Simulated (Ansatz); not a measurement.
A search over several starts for the lowest SCF solution of the cluster Os4⁻ at the given spin, in a small basis.

```yaml
crystal:
  periodic: [false, false, false]
  atoms:
    - {symbol: Os, position_ang: [0.774649, 0.819413, 1.043318]}
    - {symbol: Os, position_ang: [1.187281, -0.316814, -0.904383]}
    - {symbol: Os, position_ang: [-1.027865, 0.250210, -1.114597]}
    - {symbol: Os, position_ang: [-0.934055, -0.752819, 0.975662]}
basis:
  gaussian: {orbitals: def2-SVP, initial_orbitals: start.molden}
total_charge: -1
magnetization: {spin_polarized: true, initial_magnetization: 1}
hamiltonian: {xc: pbe0, dispersion: d4}
output: {orbitals: {seedname: orbitals}}
```

The file start.molden holds the orbitals of an earlier run on this structure, at another level or in another basis.

```sh
$ ansatz run in.yaml --threads 4 --pin off --events-out ev --progress --plain --max-ram 3916MiB
```

It prints (some lines left out):

```
Functional definition: PBE0
1264 factors; integrals over basis functions are off by at most 7.1e-4 eV
mean field evaluation 1: about -9865.3969 eV, gradient 3.0e1 eV
mean field evaluation 2: about -9865.5718 eV, gradient 6.0e-1 eV
mean field evaluation 4: about -9866.0045 eV, gradient 2.2e-2 eV
mean field evaluation 8: about -9866.0045 eV, gradient 2.6e-5 eV
mean field evaluation 16: about -9866.0045 eV, gradient 1.4e-5 eV
mean field evaluation 32: about -9864.9392 eV, gradient 7.6e-1 eV
mean field evaluation 64: about -9813.9764 eV, gradient 5.9e2 eV
mean field evaluation 96: about -9781.5825 eV, gradient 3.6e2 eV
mean field evaluation 128: about -9806.9325 eV, gradient 5.5e2 eV
mean field evaluation 160: about -9819.1819 eV, gradient 6.4e2 eV
mean field evaluation 192: about -9800.1956 eV, gradient 4.9e2 eV
mean field evaluation 224: about -9818.9607 eV, gradient 6.4e2 eV
mean field evaluation 256: about -9819.7622 eV, gradient 6.7e2 eV
mean field evaluation 288: about -9798.0461 eV, gradient 4.9e2 eV
mean field evaluation 320: about -9790.4736 eV, gradient 4.3e2 eV
mean field evaluation 352: about -9819.0130 eV, gradient 6.4e2 eV
mean field evaluation 384: about -9865.6470 eV, gradient 4.8e-1 eV
mean field evaluation 416: about -9864.5433 eV, gradient 2.1e0 eV
mean field evaluation 448: about -9865.6157 eV, gradient 7.7e-1 eV
mean field evaluation 480: about -9865.6100 eV, gradient 5.9e-1 eV
mean field evaluation 512: about -9865.8124 eV, gradient 3.2e0 eV
mean field evaluation 544: about -9864.9144 eV, gradient 2.0e0 eV
mean field evaluation 576: about -9865.9955 eV, gradient 3.5e-1 eV
mean field -9866.20444410 eV, -362.5763257671 hartree, gradient 6.8e-6 eV, S^2 3.570613; 15 other end points of the search recorded, 0 dependent functions left out
reference -9866.20446748 eV, -362.5763266261 hartree; 33, 32 occupied and 95, 96 virtual orbitals, 1264 factors
Total energy: -9866.44115532 eV, -362.5850247440 hartree
```

Hardware: 4 threads of Arm Neoverse V2 on a shared host. Wall time 1.9 min, peak host memory 0.68 GiB.

Other converged states that the search met: 0.01 eV higher (⟨S²⟩ = 3.57), 0.02 eV higher (⟨S²⟩ = 3.57), 0.20 eV higher (⟨S²⟩ = 3.56).

In the def2 sets Os takes a core potential; there is no spin–orbit coupling. The charge -1 doublet is spin-contaminated (final ⟨S²⟩ up to 3.57, 0.75 for a pure state). The geometry of the doublet was relaxed on an unsound state (⟨S²⟩ 3.62, where a pure state has 0.75). At PBE0-D4/def2-TZVPD a sextet of charge -1 lies 0.08 eV below the doublet, each at its own geometry. That sextet is doubtful there (⟨S²⟩ 9.62, where a pure state has 8.75). The structure comes from a short search, and lower isomers may exist.
